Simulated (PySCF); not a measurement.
Isomers of C3H11PSi2, one GFN2-xTB conformer each. Single-point energies are computed at CAM-B3LYP/def2-SVPD (PySCF, gas phase, no added dispersion term), electronic only.

```csv
SMILES,GFN2-xTB relative energy (kcal/mol)
C[C@@H]1[SiH2]C[Si@@H]1P,10.1
C[Si@H]1C[Si@@H](P)C1,13.4
C=CC[SiH2][SiH2]P,14.9
C=C(C)[SiH2]P[SiH3],0.0
```

Conformers: `[CH3:1][C@@H:2]1[SiH2:3][CH2:4][Si@@H:5]1[PH2:6]` with C4–Si5–P6–H 68° and -24°, C1–C2–Si3–C4 -129°, C2–Si3–C4–Si5 8°, Si3–C4–Si5–P6 104°, C1–C2–Si5–C4 130°; `[CH3:1][Si@H:2]1[CH2:3][Si@@H:4]([PH2:5])[CH2:6]1` with C3–Si4–P5–H -179° and -86°, C1–Si2–C3–Si4 106°, Si2–C3–Si4–P5 -103°, C3–Si4–C6–Si2 -8°, C1–Si2–C6–Si4 -106°; `[CH2:1]=[CH:2][CH2:3][SiH2:4][SiH2:5][PH2:6]` with C1–C2–C3–Si4 96°, C2–C3–Si4–Si5 -63°, C3–Si4–Si5–P6 -41°, Si4–Si5–P6–H -157° and -65°; `[CH2:1]=[C:2]([CH3:3])[SiH2:4][PH:5][SiH3:6]` with C1–C2–Si4–P5 137°, C2–Si4–P5–Si6 -71°.

Task: What does CAM-B3LYP/def2-SVPD give for the same structures?

Result: 
```tsv
SMILES	CAM-B3LYP/def2-SVPD E (Eh)	CAM-B3LYP/def2-SVPD (kcal/mol)	GFN2-xTB (kcal/mol)	point group
C[Si@H]1C[Si@@H](P)C1	-1040.86436	0.0	13.4	Cs
C[C@@H]1[SiH2]C[Si@@H]1P	-1040.84339	13.2	10.1	C1
C=C(C)[SiH2]P[SiH3]	-1040.82864	22.4	0.0	C1
C=CC[SiH2][SiH2]P	-1040.81818	29.0	14.9	C1
```

GFN2-xTB puts C=C(C)[SiH2]P[SiH3] lowest instead; measured from each level's own lowest isomer, the values differ by up to 22.4 kcal/mol (C=C(C)[SiH2]P[SiH3]: 0.0 against 22.4). As drawn, the lowest has a four-membered ring, which the highest lacks; the highest has an Si–Si bond and a C=C bond outside aromatic rings, which the lowest lacks.

Task: Which frontier levels, dipoles and rotational constants go with these structures?

Result: 
```tsv
SMILES	HOMO (eV, CAM-B3LYP/def2-SVPD)	LUMO (eV)	dipole (D)	A, B, C (MHz)
C[Si@H]1C[Si@@H](P)C1	-8.62	1.03	0.43	2846, 1151, 1027
C[C@@H]1[SiH2]C[Si@@H]1P	-8.42	0.76	0.85	2618, 1325, 1057
C=C(C)[SiH2]P[SiH3]	-8.35	0.73	0.65	2503, 1065, 973.0
C=CC[SiH2][SiH2]P	-8.45	0.68	0.68	2072, 1236, 942.6
```
